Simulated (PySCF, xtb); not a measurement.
GaFClBr, SMILES [Br][Ga]([F])[Cl].

Harmonic wavenumbers (cm⁻¹) from GFN2-xTB run with xtb at its own minimum, in rising order: 81, 120, 124, 270, 399, 458.

Q: What does PBE-D3(BJ)/def2-SVP in PySCF give at its own minimum? (An estimate is asked for; the answer gives what the named calculation found.)

A: 101, 142, 160, 296, 438, 697. Paired by order, the mean absolute difference is 64 cm⁻¹ and the zero-point energies are 2.1 and 2.6 kcal/mol.
